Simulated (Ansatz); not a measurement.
`C[CH2][AlH][Br]` + `O[SiH3]` → `[SiH3][O][AlH][Br]` + `CC` at 400 K and 1 bar (ligand exchange at the Al–C bond).

Program: Ansatz. Geometries: PBE0-D4/def2-TZVP. ΔE: electronic, gas phase. CCSD(T)/CBS is the MP2 limit (def2-TZVPP, def2-QZVPP) plus CCSD(T) − MP2 in def2-TZVPP, frozen cores. This one scheme is used for every species. For Br outer-core shells are correlated without core-valence functions, which leaves a few kJ/mol of doubt a bond. Scalar relativity is left out up to krypton. Each species was taken in one conformer, which may not be the lowest.

```
             species  CCSD(T)/CBS energy (Eh)  H − E (kJ/mol)  S (J/(mol·K))
   `C[CH2][AlH][Br]`              -2895.11728           221.0          384.6
           `O[SiH3]`               -366.69042           120.0          276.4
`[SiH3][O][AlH][Br]`              -3182.15432           131.5          411.9
                `CC`                -79.71954           213.5          244.3
```

H − E and S are ideal-gas, rigid-rotor, harmonic terms from PBE0-D4/def2-TZVP, for one conformer and one mirror image of each species. 1 Eh = 2625.50 kJ/mol, R = 8.31446 J/(mol·K).

Problem. By hand: ΔE, ΔH, ΔS and ΔG.

Solution. ΔE = (-3182.15432) + (-79.71954) − (-2895.11728) − (-366.69042) = -0.06616 Eh = -173.7 kJ/mol. Δ(H − E) = 131.5 + 213.5 − 221.0 − 120.0 = 4.0, so ΔH = -169.7 kJ/mol. ΔS = 411.9 + 244.3 − 384.6 − 276.4 = -4.8 J/(mol·K). ΔG = -169.7 − 400 × (-4.8)/1000 = -167.8 kJ/mol.

Problem. By hand: the equilibrium constant, and the temperature at which ΔG would vanish if ΔH and ΔS stayed fixed.

Solution. log₁₀ K = −ΔG/(RT ln 10) = 21.9. ΔG = 0 at ΔH/ΔS = 35354 K, far beyond where these terms or the molecules hold.

The number of gas molecules stays the same, so ΔS is small and ΔH decides. A doubt of 5 kJ/mol in ΔE shifts log₁₀ K by 0.7 here. Other conformers and mirror images would add mixing entropy, several J/(mol·K) or more a flexible species. Modes under 60 cm⁻¹, often nearly free rotors, make the harmonic entropy too high. These are equilibria of isolated gas molecules and say nothing of rates. Largest T1 diagnostic: 0.011 (customary marks: 0.02 for closed shells, 0.045 for open ones).
